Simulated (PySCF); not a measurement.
## Dipole moment and polarisability of (ClGaO)3 ring

Species: (ClGaO)3 ring, Cl₃Ga₃O₃.
Structure used (PBE0-D3(BJ)/def2-SVP), in Å, numbered top down from 1:
```
atom  x, y, z in Å
Ga1    0.237    1.780   -0.136
Cl2    0.493    3.873   -0.302
O3    -1.174    1.089    0.700
Ga4   -1.444   -0.666    0.815
Cl5   -3.138   -1.495    1.769
O6    -0.221   -1.733    0.090
Ga7    1.246   -1.115   -0.701
Cl8    2.711   -2.453   -1.431
O9     1.423    0.650   -0.831
```

Level: CAM-B3LYP/def2-SVPD (PySCF), static field, nuclei fixed, core orbitals frozen in the response. The polarisability tensor in these axes (au):

```
x   124.86  -0.06 -23.34
y    -0.06 138.97  -0.60
z   -23.34  -0.60  95.56
```

Give the principal values, the mean and the anisotropy Δα = √{½[(α1 − α2)² + (α2 − α3)² + (α1 − α3)²]}.

Principal values 82.65, 137.72 and 139.01 au; mean 119.79 au = 17.75 Å³ = 19.75 × 10⁻⁴⁰ C²·m²/J; Δα = 55.73 au (47 % of the mean).

What is the dipole moment?

0.08 D at this geometry.

What would n − 1 = 2πNα be for an ideal gas of these molecules at 273.15 K and 1 atm, electronic part alone?

N = p/kT = 2.6868 × 10¹⁹ cm⁻³, so n − 1 = 2π × N × 17.75 × 10⁻²⁴ cm³ = 2997 × 10⁻⁶ at long wavelengths, for an ideal gas.

What are the principal values of the traceless quadrupole moment, Θ = ½Σq(3rr − r²1), about the centre of nuclear charge?

-10.68, -9.97, 20.65 D·Å. The values depend on the origin, since the dipole doesn't vanish. The electronic extent ⟨r²⟩ about the same centre is 4370 bohr², a root-mean-square distance of 2.70 Å for the 168 electrons.

Estimate the molar refractivity from the static electronic polarisability.

Lorentz–Lorenz: R = (4π/3)N_A α = 2.5225 cm³/(mol·Å³) × 17.75 Å³ = 44.8 cm³/mol, in the limit of long wavelengths.

Rayleigh depolarisation ratio (linearly polarised light, static tensor)?

ρ = 3Δα²/(45ᾱ² + 4Δα²) = 9317.5/(645754 + 12423.3) = 0.0142.

Find the Langevin capture rate constant for H3+ (3.023 u) meeting this molecule (359.668 u), k = 2.342 × 10⁻⁹ cm³/s × √(α in Å³ / reduced mass in u).

The reduced mass is 3.00 u, so k = 5.70 × 10⁻⁹ cm³/s.

One conformer (not necessarily the lowest) at the PBE0-D3(BJ)/def2-SVP geometry, without solvent, vibrations or thermal averaging. The calculation is non-relativistic, for gallium too.
